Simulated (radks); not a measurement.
Values are calculated unless marked as measured or tabulated.
Q: Species: neutral lutetium. Configuration: [Xe] 4f13 5d1 6s2 6p1 (not the ground configuration). Code: a radial shooting solver on a logarithmic mesh with Libxc functionals. Model: scalar-relativistic Kohn-Sham, r2SCAN, spin-polarised, spherical densities, finite nucleus; open shells are filled with parallel spins first (spin-orbit coupling, left out, can overturn this in heavy ions); meta-GGA in the generalised Kohn-Sham scheme; Fermi nuclear charge, rms radius 5.37 fm. Some entries of the table are withheld. Estimate them.

| orbital | occ. | eigenvalue (eV) | <r^2> (bohr^2) |
|---|---|---|---|
| 1s up | 1 | -63323.87 | 0.0005123 |
| 1s down | 1 | -63323.86 | 0.0005123 |
| 2s up | 1 | -10813.74 | 0.007919 |
| 2s down | 1 | -10813.68 | 0.007919 |
| 2p up | 3 | -9512.081 | 0.006497 |
| 2p down | 3 | -9512.030 | 0.006497 |
| 3s up | 1 | -2470.186 | 0.05158 |
| 3s down | 1 | -2469.518 | 0.05156 |
| 3p up | 3 | -2077.662 | 0.05219 |
| 3p down | 3 | -2076.988 | 0.05217 |
| 3d up | 5 | -1605.609 | 0.04348 |
| 3d down | 5 | -1605.070 | 0.04345 |
| 4s up | 1 | -507.1736 | 0.2574 |
| 4s down | 1 | -505.8303 | 0.2575 |
| 4p up | 3 | -377.6038 | 0.2922 |
| 4p down | 3 | -376.2872 | 0.2923 |
| 4d up | 5 | -207.7366 | 0.3454 |
| 4d down | 5 | -206.4241 | 0.3456 |
| 5s up | 1 | -70.8400 | 1.497 |
| 5s down | 1 | -69.8780 | 1.497 |
| 5p up | 3 | -39.7282 | 2.070 |
| 5p down | 3 | -38.7472 | 2.063 |
| 4f up | 7 | -21.0850 | 0.6091 |
| 4f down | 6 | -19.7882 | 0.6119 |
| 6s up | 1 | -7.0183 | 12.79 |
| 6s down | 1 | -5.9260 | 12.90 |
| 5d up | 1 | (1) | 6.263 |
| 5d down | 0 | (2) | 6.263 |
| 6p up | 1 | (3) | (4) |
| 6p down | 0 | (5) | (6) |

A: 
(1) 5d up eigenvalue (eV): -5.4556
(2) 5d down eigenvalue (eV): -4.3160
(3) 6p up eigenvalue (eV): -2.6508
(4) 6p up <r^2> (bohr^2): 22.70
(5) 6p down eigenvalue (eV): -1.5540
(6) 6p down <r^2> (bohr^2): 21.45
